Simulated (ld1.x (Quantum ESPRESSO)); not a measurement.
Ba (Z = 56): one change to a TM potential, before and after

barium (Ba), norm-conserving Troullier–Martins (Kleinman–Bylander form), made with ld1.x (Quantum ESPRESSO) 7.5 (PBE, scalar-relativistic). Core [Xe], reference 5d0 6s2 6p0. Waves: 6s (bound): rc 3.85 bohr; 6p (bound, empty): rc 3.80 bohr; 5d (bound, empty): rc 4.20 bohr. Local part: all-electron potential smoothed inside 3.65 bohr (lloc = -2). Core correction: none.

All-electron outer shells of the reference configuration (PBE, scalar-relativistic, ld1.x):

```tsv
shell	level (eV)	outermost node (bohr)	outermost maximum (bohr)
5s	-33.67	0.80	1.47
5p	-18.74	0.86	1.67
6s	-3.23	1.97	4.16
5d	-2.02	1.00	2.49
6p	-1.24	2.36	5.40
```

Change: wave 6p (bound): rc 3.80 bohr becomes 6p (bound): rc 5.28 bohr.

Cutoffs: the cutoffs (Ry, on a coarse ladder) from which the occupation-weighted sum of valence levels, in a spherical-Bessel basis at the reference potential, stays within 10 and 1 mRy of its value at 400 Ry; they do not see the model core or the augmentation charge, which bear on the density cutoff. Errors are all-electron minus pseudo energies relative to the spin-unpolarised reference configuration.

How do hardness, ghosts and transferability respond?

Both files are so soft that the ladder of cutoffs tells neither apart; of the 7 tests that both files solve, the error grows in 0 and shrinks in 3 by more than 15 % and 0.3 meV (median size 112.2 → 65.2 meV); neither file shows a bound ghost. That the errors move this way runs against the usual rule that smaller radii transfer better.

| quantity | base | changed |
| --- | --- | --- |
| cutoff, loose | 6 Ry | 6 Ry |
| cutoff, tight | 6 Ry | 6 Ry |
| bound ghosts | none | none |
| error for 5d0 6s1 6p0, meV [ΔE 5.36 eV] | +11 | +11 |
| error for 5d0 6s1.5 6p0, meV [ΔE 2.14 eV] | +0.4 | +0.4 |
| error for 5d0 6s1 6p1, meV [ΔE 2.03 eV] | +35 | +11 |
| error for 5d0 6s0 6p1, meV [ΔE 7.96 eV] | +215 | +117 |
| error for 5d0 6s0 6p2, meV [ΔE 4.14 eV] | +162 | +65 |
| error for 5d0.5 6s1.5 6p0, meV [ΔE 0.64 eV] | +112 | +112 |
| error for 5d1 6s0 6p0, meV [ΔE 6.04 eV] | +463 | +463 |
